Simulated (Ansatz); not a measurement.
KNa4⁺. Charge 1, multiplicity 1. Geometry PBE/def2-SVP; atoms count from 1.

```tsv
atom	x (Å)	y (Å)	z (Å)
Na1	-0.878	3.317	2.301
Na2	2.242	2.468	2.400
Na3	-0.429	-3.920	-1.083
Na4	-0.906	-1.909	-3.572
K5	-0.029	0.044	-0.046
```

The restricted singlet is unstable towards broken spin symmetry in Hartree–Fock (as tested in another run); at PBE0/def2-TZVP this wasn't settled. Another isomer (singlet) lies 0.09 eV lower at PBE0/def2-TZVP; other spin states weren't run for this one.

**Question.** Estimate the Mulliken populations from the PBE0/def2-TZVP orbitals of Ansatz.

**Answer.** 
```tsv
atom	charge (e)
Na1	0.20
Na2	0.20
Na3	0.20
Na4	0.20
K5	0.20
```
Mulliken values and Mayer orders depend strongly on the basis.

**Question.** And the Mayer bond orders between bonded heavy atoms (over 0.3)?

**Answer.** Na1–Na2 0.63 (3.24 Å); Na2–K5 0.30 (4.12 Å); Na3–Na4 0.63 (3.24 Å); Na3–K5 0.30 (4.12 Å).
